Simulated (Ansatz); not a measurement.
Consider the cleavage of the Ge–Si bond: `S[SiH2][GeH2][I]` + H–F → `[F][GeH2][I]` + `[SiH3]S`.

Isolated molecules relaxed with PBE0-D4/def2-TZVP in Ansatz; ΔE leaves out vibrations. CCSD(T)/CBS is the MP2 limit (def2-TZVPP, def2-QZVPP) plus CCSD(T) − MP2 in def2-TZVPP, frozen cores. This one scheme is used for every species. Functionals use def2-TZVPP. HSE06 is defined as in plane-wave codes. Elements past krypton have def2 core potentials. For Ge, I outer-core shells are correlated without core-valence functions, which leaves a few kJ/mol of doubt a bond. Scalar relativity is left out up to krypton. Each species was taken in one conformer, which may not be the lowest.

Is it downhill or uphill in electronic energy at CCSD(T)/CBS, and by how much? (Estimate.)

Computed: Downhill: ΔE = -19.2 kJ/mol.

What do these levels give: PBE-D4, B97M-V, PBE0-D4, HSE06-D4, CAM-B3LYP-D4, CCSD(T)/def2-SVP, CCSD/def2-TZVPP, HF/def2-QZVPP, MP2/def2-QZVPP, SCS-MP2/def2-QZVPP, MP2/CBS(def2), CCSD/CBS(def2)? (Best estimate.)

Computed: PBE-D4 -16.0, B97M-V -41.1, PBE0-D4 -15.8, HSE06-D4 -15.5, CAM-B3LYP-D4 -40.2, CCSD(T)/def2-SVP -43.7, CCSD/def2-TZVPP -32.8, HF/def2-QZVPP -69.8, MP2/def2-QZVPP -20.5, SCS-MP2/def2-QZVPP -34.4, MP2/CBS(def2) -15.6, CCSD/CBS(def2) -23.7 kJ/mol.

Largest T1 diagnostic among the species: 0.011.

Leaving LDA and LC-ωPBE aside and taking each functional with its dispersion term where it has one, the values, not all of them listed here, spread over 25.7 kJ/mol, from B2PLYP to HSE06-D4. LDA lies +13.8 kJ/mol from PBE without D4. The D4 term adds +16.5 kJ/mol with B3LYP and +9.3 kJ/mol with PBE0; it sums over pairs of atoms, weighted by their polarisabilities, and B3LYP, whose exchange is more repulsive, gets the larger term. From r2SCAN to r2SCAN0 (25 % exact exchange), in def2-TZVPP and without D4, ΔE moves by +3.8 kJ/mol.

B3LYP here is the variant with VWN-RPA as its local correlation; programs differ in this.
